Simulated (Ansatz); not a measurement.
Geometry optimisation, RKS PBE/def2-SVP (Ansatz 0.2.0).

Input:

```yaml
crystal:
  periodic: [false, false, false]
  atoms:
    - { symbol: W, position_ang: [0.242822, 0.251937, -0.401269] }
    - { symbol: H, position_ang: [0.110609, 0.109299, 2.507496] }
    - { symbol: H, position_ang: [1.447, -0.594604, 0.394289] }
    - { symbol: H, position_ang: [-0.625162, 1.441351, 0.394404] }
    - { symbol: H, position_ang: [-1.346767, -0.089662, 0.088846] }
    - { symbol: H, position_ang: [-0.081594, -1.34144, 0.085177] }
    - { symbol: H, position_ang: [0.325159, 0.33526, -2.11963] }
    - { symbol: Br, position_ang: [1.964258, 2.002942, 0.274329] }
    - { symbol: H, position_ang: [0.546175, 0.575117, 2.160358] }
basis:
  gaussian: { orbitals: def2-SVP }
hamiltonian:
  xc: pbe
relax:
  f_tol: 0.03
  max_steps: 50
```

Command:

```bash
$ ansatz run input.yaml --threads 2 --pin off --max-ram 3072MiB --backend cpu --events-out ev --progress --plain --runs-dir out
```

Where does it end, and by what steps?

It converged. After 15 steps the energy has fallen by 1.626 eV; H2 moved furthest, 1.65 Å. Parted: H2–H9 (0.73 → 0.97 Å). Joined: W1–H2 (2.92 → 1.80 Å), W1–H9 (2.60 → 1.79 Å).

```
step  energy less start (eV)  largest force component (eV/Å)  accepted
   0                  0.0000                           1.258       yes
   1                 -0.0984                           0.389       yes
   2                 -0.1363                           0.380       yes
   3                 -0.1784                           0.362       yes
   4                 -0.2151                           0.400       yes
   5                 -0.2429                           0.458       yes
   6                 -0.2654                           0.412       yes
   7                 -0.4242                           0.830       yes
   8                 -0.7424                           1.073       yes
   9                 -1.0879                           1.117       yes
  10                 -1.4019                           0.383       yes
  11                 -1.5588                           0.592       yes
  12                 -1.6064                           0.294       yes
  13                 -1.5855                           0.587        no
  14                 -1.6238                           0.063       yes
  15                 -1.6258                           0.028       yes
```

```xyz
9
Properties=species:S:1:pos:R:3
W 0.595 0.611 0.225
H -0.493 -0.519 1.111
H 1.568 -0.441 1.134
H -0.477 1.569 1.125
H -1.078 0.395 -0.005
H 0.396 -1.069 0.015
H -0.037 -0.046 -1.191
Br 2.143 2.184 -0.815
H -0.034 0.006 1.786
```

Whether the end is a true minimum wasn't checked by a vibrational analysis.

The run took 31 s on 2 threads of Intel(R) Xeon(R) Platinum 8375C CPU @ 2.90GHz (Ice Lake) (shared host), peak memory 0.16 GiB.
